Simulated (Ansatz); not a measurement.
Reaction (substitution at a C–Si bond): `OC1([SiH3])[SiH2]S1` + H–F → `OC1(F)[SiH2]S1` + SiH₄

Program: Ansatz. Geometries: PBE0-D4/def2-TZVP. ΔE: electronic, gas phase. CCSD(T)/CBS is the MP2 limit (def2-TZVPP, def2-QZVPP) plus CCSD(T) − MP2 in def2-TZVPP, frozen cores. This one scheme is used for every species. DFT in def2-TZVPP. B3LYP here is the variant with VWN-RPA as its local correlation; programs differ in this. Each species was taken in one conformer, which may not be the lowest.

| level | ΔE (kcal/mol) | difference from CCSD(T)/CBS |
| --- | --- | --- |
| ωB97M-V | 11.9 | -4.5 |
| B2PLYP | 11.9 | -4.5 |
| r2SCAN | 10.8 | -5.6 |
| B3LYP | 8.7 | -7.7 |
| HF/def2-TZVPP | 7.3 | -9.1 |
| MP2/def2-TZVPP | 17.9 | 1.5 |
| CCSD/def2-TZVPP | 13.7 | -2.7 |
| CCSD(T)/def2-TZVPP | 14.6 | -1.8 |
| MP2/def2-QZVPP | 19.1 | 2.7 |
| HF/CBS(def2) | 7.5 | -8.9 |
| CCSD(T)/CBS | 16.4 | 0 |

Largest T1 diagnostic among the species: 0.014.

The D4 term adds +3.3 kcal/mol with B3LYP and +1.8 kcal/mol with PBE0; it sums over pairs of atoms, weighted by their polarisabilities, and B3LYP, whose exchange is more repulsive, gets the larger term. From PBE to PBE0 (25 % exact exchange), in def2-TZVPP and without D4, ΔE moves by +1.1 kcal/mol. In def2-TZVPP, CCSD(T) changes the Hartree–Fock value by +7.3 kcal/mol (the triples alone add +0.9 kcal/mol) and MP2 by +10.7 kcal/mol.
